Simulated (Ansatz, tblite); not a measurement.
Isomers of Al₅As₅ (singlet), found by a short tight-binding search and relaxed with PBE-D4/def2-SVP in Ansatz.

The xTB rows come from tblite.

B: The restricted singlet is unstable towards broken spin symmetry in Hartree–Fock (as tested in another run); at PBE-D4/def2-TZVP, r2SCAN-D4/def2-TZVP, PBE0-D4/def2-TZVP this wasn't settled.

Other spin states weren't relaxed.

A:

```xyz
10

Al    1.6732   -2.3391   -0.1016
Al   -2.7061   -0.8334    0.4899
Al   -0.7560    1.0719   -2.3810
Al   -1.5050    1.4019    0.1433
Al   -0.0007    1.4043    2.3281
As    1.4218   -0.1301   -1.6919
As   -0.2760   -1.2223    1.4678
As   -0.6889   -1.4045   -1.1250
As    1.8776    0.0713    1.1656
As    0.9601    1.9799   -0.2952
```

B:

Cartesian coordinates in Å:
```
Al 0.817 0.563 1.624
Al -1.560 -0.663 0.867
Al 2.341 -0.906 -0.242
Al -0.844 1.875 -0.388
Al -0.287 -2.257 -1.077
As 0.535 -1.913 1.418
As 1.680 1.748 -0.469
As -1.877 -0.087 -1.603
As -1.414 1.522 1.968
As 0.609 0.117 -2.099
```

Q: Estimate their order by electronic energy at PBE0-D4/def2-TZVP, counted from the lowest.

A: B (0.0) < A (211.6), in kJ/mol.

Q: Do the other levels pick the same lowest one?

A: Not GFN1-xTB. Energies above each level's lowest (kJ/mol):

```
              level      A      B
           GFN1-xTB    0.0  168.1
           GFN2-xTB  185.4    0.0
   PBE-D4/def2-TZVP  183.6    0.0
r2SCAN-D4/def2-TZVP  225.6    0.0
  PBE0-D4/def2-TZVP  211.6    0.0
```
Point groups (tolerance 0.1 Å): A Cs, B Cs. Lower isomers may exist.
